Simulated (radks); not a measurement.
Spin polarisation of the 4d7 shell in neutral ruthenium. Start: [Kr] 4d(up 3.5, down 3.5) 5s(up 0.5, down 0.5); electrons of 4d are moved from spin down to spin up, other shells keep equal spins. Calculated with a radial shooting solver on a logarithmic mesh with Libxc functionals: non-relativistic Kohn-Sham, LDA (Slater exchange, Perdew-Wang correlation), spin-polarised, spherical densities, point nucleus.

moment (Bohr magnetons)  E - E(0) (eV)  e(4d up) (eV)  e(4d down) (eV)  5s down minus up (eV)
0                                0.000         -5.723           -5.723                  0.000
0.75                            -0.079         -5.924           -5.505                  0.147
1.5                             -0.314         -6.109           -5.271                  0.295
2.25                            -0.708         -6.278           -5.019                  0.445
3                               -1.259         -6.431           -4.749                  0.598

At moment 3 the spin-polarisation energy is -1.259 eV and the 4d exchange splitting 1.682 eV, that is 0.561 eV per Bohr magneton; E = -I m^2/4 would give I = 0.560 eV.
